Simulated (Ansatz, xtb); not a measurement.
Two isomers of Br2H2OSi2

Structure I is `[SiH]O[SiH](Br)Br`, a singlet and structure II is `Br[Si]O[SiH2]Br`, a singlet. Both are isolated molecules in the gas phase, relaxed with B3LYP/6-31G*, each in the lowest conformer that the search found.

Quicker runs give these differences E(II) − E(I): GFN2-xTB −16.2 kcal/mol; HF/STO-3G −19.7 kcal/mol (at GFN2-xTB geometries); r2SCAN-D4/def2-SVP −15.8 kcal/mol (at GFN2-xTB geometries).

Estimate E(II) − E(I) at the level CCSD(T)/def2-SVP + ΔMP2/def2-TZVPP.

Calculated at CCSD(T)/def2-SVP + ΔMP2/def2-TZVPP: E(II) − E(I) = −14.3 kcal/mol, so structure II lies lower.

The same difference at several levels:

| level | geometry | E(II) − E(I) (kcal/mol) | departure from the last row (kcal/mol) | job, with rough time for the two |
| --- | --- | --- | --- | --- |
| GFN2-xTB | GFN2-xTB | −16.2 | −1.9 | optimisation, 0.63 s |
| HF/STO-3G | GFN2-xTB | −19.7 | −5.4 | single point, 1.7 s |
| r2SCAN-D4/def2-SVP | GFN2-xTB | −15.8 | −1.6 | single point, 6.1 s |
| B3LYP/6-31G* | B3LYP/6-31G* | −17.4 | −3.2 | optimisation, 2.5 min |
| HF/def2-SVP | B3LYP/6-31G* | −15.1 | −0.9 | part of the CCSD(T) run |
| MP2/def2-SVP | B3LYP/6-31G* | −14.7 | −0.5 | part of the CCSD(T) run |
| CCSD(T)/def2-SVP | B3LYP/6-31G* | −14.4 | −0.2 | single point |
| CCSD(T)/def2-SVP + ΔMP2/def2-TZVPP | B3LYP/6-31G* | −14.3 |  | single point, 82 s |

As drawn, both hold the same kinds of bond in the same numbers.

The levels shown agree on the order. The largest departure from CCSD(T)/def2-SVP + ΔMP2/def2-TZVPP is that of HF/STO-3G, 5.4 kcal/mol. The last row adds to CCSD(T) the change of the MP2 difference between the two basis sets, here +0.2 kcal/mol.

With harmonic frequencies from B3LYP/6-31G* (ideal gas, rigid rotor, one conformer each, 298.15 K, 1 atm): on the last row, ΔE + ΔZPE = −13.3 kcal/mol. A mode under 50 cm⁻¹ makes harmonic enthalpies and free energies unreliable, so none is given.

The correlated steps freeze 29 core orbitals; the filled d shell of Br is correlated, in a basis made for valence electrons. Codes used: Ansatz 0.2.0, xtb 6.7.1; the last row on 2 threads of Intel(R) Xeon(R) Platinum 8259CL CPU @ 2.50GHz (Skylake/Cascade Lake) on a shared host.
